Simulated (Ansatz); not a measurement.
Cost and result for the atomization energy of C₂H₆OSeSi, SMILES `C[Si]1([SeH])CO1` (11 atoms, 11 bonds).

Cartesian coordinates in Å:
```
C -0.194 -1.526 0.860
Si -0.192 0.015 -0.163
Se -2.307 0.477 -0.814
C 1.121 1.249 -0.165
O 1.024 0.240 -1.259
H -0.564 -2.373 0.276
H -0.832 -1.412 1.739
H 0.823 -1.748 1.187
H -1.874 1.668 -1.556
H 0.958 2.264 -0.521
H 2.036 1.145 0.417
```

Charge 0, multiplicity 1. Correlated methods include outer-core shells of Se, which these sets cover unevenly. Scalar relativity is left out up to krypton. Geometry: relaxed with PBE0-D4/def2-TZVP. It is one conformer, not always the lowest. Program: Ansatz. All runs use 4 threads of an Intel Xeon on a shared host. Times are those of one run each, without the atoms' runs, and a repeat can differ threefold. Electronic energies, without spin–orbit coupling; frozen cores. CCSD(T)/CBS adds CCSD(T) − MP2 in def2-TZVPP to the MP2 limit, and its time is that of the two runs behind it. T1 = 0.011. With those shells the extrapolation isn't a true limit. B3LYP takes the VWN-RPA correlation (the form of Gaussian; ORCA's B3LYP/G).

CCSD(T)/CBS is a level of theory with its own doubt, some kJ/mol a heavy atom from the limit and from the frozen cores, so smaller differences don't rank the functionals.

```json
{"level": "PBE-D4/def2-TZVPP (with forces)", "functions": "267", "wall time": "14 s"}
{"level": "PBE0-D4/def2-TZVPP", "functions": "267", "wall time": "16 s"}
{"level": "r2SCAN-D4/def2-TZVPP (with forces)", "functions": "267", "wall time": "18 s"}
{"level": "B3LYP-D4/def2-TZVPP (with forces)", "functions": "267", "wall time": "23 s"}
{"level": "B2PLYP/def2-TZVPP", "functions": "267", "wall time": "28 s"}
{"level": "ωB97X-V/def2-TZVPP", "functions": "267", "wall time": "32 s"}
{"level": "ωB97M-V/def2-TZVPP (with forces)", "functions": "267", "wall time": "37 s"}
{"level": "MP2/def2-QZVPP", "functions": "510", "wall time": "67 s"}
{"level": "CCSD(T)/def2-TZVPP", "functions": "267", "wall time": "7 min"}
{"level": "CCSD(T)/CBS(def2)", "functions": "–", "wall time": "8.2 min"}
```

Task: What atomization energy does each give, and how far from CCSD(T)/CBS? (Estimate.)

Result: Ansatz gave: 
```json
{"level": "PBE-D4/def2-TZVPP (with forces)", "atomization (kJ/mol)": "4105.6", "difference from CCSD(T)/CBS": "74.3", "per bond": "6.8"}
{"level": "PBE0-D4/def2-TZVPP", "atomization (kJ/mol)": "4029.1", "difference from CCSD(T)/CBS": "-2.2", "per bond": "-0.2"}
{"level": "r2SCAN-D4/def2-TZVPP (with forces)", "atomization (kJ/mol)": "4046.1", "difference from CCSD(T)/CBS": "14.8", "per bond": "1.3"}
{"level": "B3LYP-D4/def2-TZVPP (with forces)", "atomization (kJ/mol)": "4008.3", "difference from CCSD(T)/CBS": "-23.0", "per bond": "-2.1"}
{"level": "B2PLYP/def2-TZVPP", "atomization (kJ/mol)": "3967.8", "difference from CCSD(T)/CBS": "-63.5", "per bond": "-5.8"}
{"level": "ωB97X-V/def2-TZVPP", "atomization (kJ/mol)": "4037.2", "difference from CCSD(T)/CBS": "5.9", "per bond": "0.5"}
{"level": "ωB97M-V/def2-TZVPP (with forces)", "atomization (kJ/mol)": "4027.5", "difference from CCSD(T)/CBS": "-3.8", "per bond": "-0.3"}
{"level": "MP2/def2-QZVPP", "atomization (kJ/mol)": "4054.8", "difference from CCSD(T)/CBS": "23.5", "per bond": "2.1"}
{"level": "CCSD(T)/def2-TZVPP", "atomization (kJ/mol)": "3915.2", "difference from CCSD(T)/CBS": "-116.1", "per bond": "-10.6"}
{"level": "CCSD(T)/CBS(def2)", "atomization (kJ/mol)": "4031.3", "difference from CCSD(T)/CBS": "0.0", "per bond": "0.0"}
```

From PBE to PBE0 (25 % exact exchange), in def2-TZVPP and without D4, the atomization energy moves by −72.6 kJ/mol: exact exchange takes away binding that semilocal exchange gives to molecules. The D4 term adds +42.7 kJ/mol with B3LYP and +22.5 kJ/mol with PBE0; it sums over pairs of atoms, weighted by their polarisabilities, and B3LYP, whose exchange is more repulsive, gets the larger term. In def2-TZVPP, CCSD(T) changes the Hartree–Fock value by +1052.8 kJ/mol (the triples alone add +68.2 kJ/mol) and MP2 by +1123.8 kJ/mol; breaking electron pairs costs correlation energy, which Hartree–Fock lacks.
